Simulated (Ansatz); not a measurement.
A nudged elastic band was laid between two geometries of C2H10GaNSi (15 atoms, charge 0, multiplicity 1).

These are results of Ansatz, RKS PBE-D4/def2-SVP, not measurements.

```yaml
movable_images: 7
climbing_image: yes
spring: 5.0 eV/Å²
optimiser: quadratic models (default)
start_path: through a guess of the saddle point
force_threshold: 0.05 eV/Å
iteration_limit: 60
end_points: relaxed
```

Initial state:

```xyz
15
Properties=species:S:1:pos:R:3
C -1.958 0.741 1.630
Ga -0.933 2.508 1.273
Si 0.530 0.083 -0.900
C 0.688 -1.461 0.159
N 1.965 0.256 -1.878
H -1.371 0.057 2.286
H -2.905 0.975 2.166
H -2.230 0.176 0.710
H 0.481 1.352 -0.048
H -0.796 0.054 -1.634
H 0.736 -2.369 -0.478
H -0.188 -1.566 0.828
H 1.608 -1.423 0.775
H 2.085 1.114 -2.423
H 2.268 -0.548 -2.436
```

Final state:

```xyz
15
Properties=species:S:1:pos:R:3
C -1.966 0.734 1.610
Ga -0.726 2.394 1.454
Si 0.513 0.074 -0.912
C 0.686 -1.464 0.154
N 1.768 0.086 -2.123
H -1.514 -0.031 2.283
H -2.925 1.049 2.078
H -2.218 0.230 0.650
H 0.533 1.301 0.031
H -0.801 0.155 -1.638
H 0.646 -2.376 -0.474
H -0.128 -1.512 0.904
H 1.653 -1.460 0.699
H 1.715 0.785 -2.868
H 2.740 -0.018 -1.818
```

(1) What changes between the two ends?

(2) What energy profile does the band end with?

(3) What is the geometry of the highest image?

(4) What are the harmonic wavenumbers there?

## Answers

(1) No bond is made or broken. The height of N5 over the plane of its neighbours goes from -0.26 to 0.26 Å.

(2) The run converged. The highest image is number 3 of 0 to 8, 1.2 kJ/mol above the first end and 5.2 kJ/mol above the last; the last end lies 4.0 kJ/mol below the first. A vibrational analysis at the climbing image gives one clearly imaginary mode, 228i cm⁻¹: a first-order saddle point.

```
image  path coordinate (Å)  energy (kJ/mol)  height of N5 over the plane of its neighbours (Å)
    0                 0.00              0.0                                              -0.26
    1                 0.36              0.1                                              -0.26
    2                 0.72              0.5                                              -0.24
    3                 1.08              1.2                                              -0.12
    4                 1.32             -0.2                                               0.09
    5                 1.56             -2.6                                               0.21
    6                 1.79             -3.7                                               0.24
    7                 2.03             -3.9                                               0.26
    8                 2.27             -4.0                                               0.26
```

(3) 
```xyz
15
Properties=species:S:1:pos:R:3
C -1.988 0.708 1.602
Ga -0.654 2.299 1.652
Si 0.507 0.137 -0.912
C 0.720 -1.392 0.162
N 1.853 0.234 -2.000
H -1.630 -0.127 2.248
H -2.958 1.048 2.029
H -2.201 0.288 0.594
H 0.485 1.385 -0.013
H -0.839 0.144 -1.600
H 0.722 -2.313 -0.457
H -0.113 -1.470 0.888
H 1.672 -1.348 0.727
H 1.913 0.908 -2.764
H 2.490 -0.552 -2.126
```

(4) 228i, 22, 75, 88, 95, 123, 148, 166, 222, 236, 444, 462, 473, 524, 644, 672, 762, 811, 833, 865, 907, 966, 1115, 1216, 1361, 1369, 1385, 1388, 1480, 1927, 2118, 2929, 2982, 3026, 3037, 3079, 3093, 3523, 3625 cm⁻¹.

Time of the run: 11 min on 2 threads of Arm Neoverse V1, on a shared host, peak memory 0.2 GiB.
